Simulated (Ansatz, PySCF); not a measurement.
Cl₃Tl, SMILES [Cl][Tl]([Cl])[Cl]. Atoms are numbered in the order given.

```xyz
4

Tl     0.0003     0.0000     0.0000
Cl     2.4143     0.0000     0.0000
Cl    -1.2073     2.0903     0.0000
Cl    -1.2073    -2.0903     0.0000
```

Geometry: B3LYP-D3(BJ)/def2-SVP. The def2 effective core potentials stand for the cores of Tl; spin–orbit coupling is left out.

Two levels are set side by side: PBE-D3(BJ)/def2-SVP (Ansatz, an electronic-structure program) and B3LYP-D3(BJ)/def2-SVP (Ansatz). Each level has its own optimised geometry; the coordinates shown are those of the second. Frequencies come from the Hessian of PySCF at each geometry. Differences are taken from unrounded values.

```tsv
quantity	B3LYP-D3(BJ)	PBE-D3(BJ)	PBE-D3(BJ) minus B3LYP-D3(BJ)
mean bond length (Å)	2.414	2.421	0.007
bond Tl1–Cl2 (Å)	2.414	2.421	0.007
bond Tl1–Cl3 (Å)	2.414	2.421	0.007
bond Tl1–Cl4 (Å)	2.414	2.421	0.007
highest harmonic wavenumber (cm⁻¹)	342	334	-9
mean harmonic wavenumber (cm⁻¹)	202	196	-6
zero-point energy (kcal/mol)	1.73	1.68	-0.05
```
